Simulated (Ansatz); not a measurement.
Stepwise reaction of `Cl[SiH2][GeH3]` with water, as a gas-phase model of exchange steps in deposition or etching. ΔE in kJ/mol.

Gas-phase electronic energies from Ansatz, PBE0-D4/def2-TZVP geometries. CCSD(T)/CBS is the MP2 limit (def2-TZVPP, def2-QZVPP) plus CCSD(T) − MP2 in def2-TZVPP, frozen cores. This one scheme is used for every species. Functionals use def2-TZVPP. B3LYP here is the variant with VWN-RPA as its local correlation; programs differ in this. For Ge outer-core shells are correlated without core-valence functions, which leaves a few kJ/mol of doubt a bond. Scalar relativity is left out up to krypton. Each species was taken in one conformer, which may not be the lowest.

| step | reaction | PBE-D4 | B3LYP-D4 | ωB97M-V | CCSD(T)/CBS |
| --- | --- | --- | --- | --- | --- |
| 1 | `Cl[SiH2][GeH3]` + H₂O → `O[SiH](Cl)[GeH3]` + H₂ | -75.2 | -80.2 | -79.9 | -76.2 |

(1) Give the row of step 2, `O[SiH](Cl)[GeH3]` + H₂O → `[OH][GeH2][SiH](O)Cl` + H₂. (An estimate is asked.)

(2) By hand: ΔE of the 2 steps together at CCSD(T)/CBS.

Answers

(1) Computed: 
```
step                                                reaction  PBE-D4  B3LYP-D4  ωB97M-V  CCSD(T)/CBS
   2  `O[SiH](Cl)[GeH3]` + H₂O → `[OH][GeH2][SiH](O)Cl` + H₂    -1.2      -4.2     -2.5          1.6
```

(2) (-76.2) + (1.6) = -74.6 kJ/mol, or -37.3 kJ/mol a step.

In ΔE each step is higher than the one before. PBE-D4 differs from CCSD(T)/CBS by -2.8 to 1.0 kJ/mol a step. Isolated molecules leave out the surface, adducts and barriers. Largest T1 diagnostic: 0.012.
